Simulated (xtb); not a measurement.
Input for xtb: GFN-FF on H3NOSi (SMILES N[Si]O), a point of a torsion scan.

```
$ xtb mol.xyz --gfnff --sp --chrg 0 --uhf 0
6

N     -1.02768156    -0.04829326     0.17769365
Si     0.39037561    -0.93045721     0.57547955
O      1.54582860    -0.13264594    -0.26613427
H     -1.93949573    -0.28919742     0.52492563
H     -1.05423687     0.77275003    -0.41518222
H      1.78233562     0.78773971    -0.17677012
```

Output:

```
[...]
           -------------------------------------------------
          |                Calculation Setup                |
           -------------------------------------------------



          ==================== Thresholds ====================
          CN  :   150.00000
          rep :   500.00000
          disp:  2500.00000
          HB1 :   250.00000
          HB2 :   450.00000

          Pauling EN used:
          Z : 1  EN :  2.20
          Z : 7  EN :  3.04
          Z : 8  EN :  3.44
          Z :14  EN :  1.90
          electric field strengths (au): 0.000

           -------------------------------------------------
          |           Force Field Initialization            |
           -------------------------------------------------

          distances ...
          ----------------------------------------
          generating topology and atomic info file ...
          pair mat ...
          computing topology distances matrix with Floyd-Warshall algo ...
          making topology EEQ charges ...
          #fragments for EEQ constrain: 1
          ----------------------------------------
          generating topology and atomic info file ...
          pair mat ...
          computing topology distances matrix with Floyd-Warshall algo ...
          making topology EEQ charges ...
          #fragments for EEQ constrain: 1
          rings ...
          # BATM   10
          # H in HB   3
          doing iterative Hueckel for 2 subsystem(s) ...

  atom   neighbors  erfCN metchar sp-hybrid imet pi  qest     coordinates
    1  N       3    2.79   0.00         3    0    0  -0.341   -1.942037   -0.091261    0.335792
    2  Si      2    1.92   0.01         2    0    0   0.279    0.737703   -1.758309    1.087499
    3  O       2    1.92   0.00         3    0    0  -0.452    2.921193   -0.250664   -0.502921
    4  H       1    0.98   0.00         0    0    0   0.143   -3.665116   -0.546504    0.991966
    5  H       1    0.98   0.00         0    0    0   0.143   -1.992219    1.460286   -0.784581
    6  H       1    0.98   0.00         0    0    0   0.229    3.368126    1.488612   -0.334047

          #atoms :   6
          #bonds :   5
          #angl  :   5
          #tors  :   4
          #nmol  :   1
          #optfrag :   1
           -------------------------------------------------
          |                   G F N - F F                   |
          |          A general generic force-field          |
          |                  Version 1.0.3                  |
           -------------------------------------------------
          Number of HB bonds (bound hydrogen)     36
          Number of HB bonds (unbound hydrogen)   18
          Number of XB bonds                      0

 E+G (total)                   0 d,  0 h,  0 min,  0.000 sec
 distance/D3 list               ...        0 min,  0.000 sec (  0.613%)
 non bonded repulsion           ...        0 min,  0.000 sec ( 47.283%)
 dCN                            ...        0 min,  0.000 sec (  3.822%)
 EEQ energy and q               ...        0 min,  0.000 sec (  5.708%)
 D3                             ...        0 min,  0.000 sec (  8.143%)
 EEQ gradient                   ...        0 min,  0.000 sec (  4.716%)
 bonds                          ...        0 min,  0.000 sec (  5.302%)
 bend and torsion               ...        0 min,  0.000 sec (  7.082%)
 bonded ATM                     ...        0 min,  0.000 sec (  2.179%)
 HB/XB (incl list setup)        ...        0 min,  0.000 sec ( 11.512%)

         :::::::::::::::::::::::::::::::::::::::::::::::::::::
         ::                     SUMMARY                     ::
Note: The following floating-point exceptions are signalling: IEEE_UNDERFLOW_FLAG IEEE_DENORMAL
normal termination of xtb
         :::::::::::::::::::::::::::::::::::::::::::::::::::::
         :: total energy              -0.752807899051 Eh    ::
         :: gradient norm              0.037548192817 Eh/a0 ::
         ::.................................................::
         :: bond energy               -0.720323057107 Eh    ::
         :: angle energy               0.008862733777 Eh    ::
         :: torsion energy             0.001088745382 Eh    ::
         :: repulsion energy           0.049926775843 Eh    ::
         :: electrostat energy        -0.090607402473 Eh    ::
         :: dispersion energy         -0.001690426990 Eh    ::
         :: HB energy                  0.000000000000 Eh    ::
         :: XB energy                  0.000000000000 Eh    ::
         :: bonded atm energy         -0.000065267482 Eh    ::
         :: external energy            0.000000000000 Eh    ::
         :: add. restraining           0.000000000000 Eh    ::
         :: total charge               0.000000000000 e     ::
         :::::::::::::::::::::::::::::::::::::::::::::::::::::

           -------------------------------------------------
          |                Property Printout                |
           -------------------------------------------------

molecular dipole:
                 x           y           z       tot (Debye)
 q only:       -0.386       0.116       0.437       1.511

           -------------------------------------------------
          | TOTAL ENERGY               -0.752807899051 Eh   |
          | GRADIENT NORM               0.037548192817 Eh/α |
           -------------------------------------------------
########################################################################
[WARNING] Runtime exception occurred
-1- gfnff_setup: Could not read topology file.
########################################################################

------------------------------------------------------------------------
------------------------------------------------------------------------
 total:
 SCF:
```

The run finished.

Cost: around 0.010 core-seconds (rough).
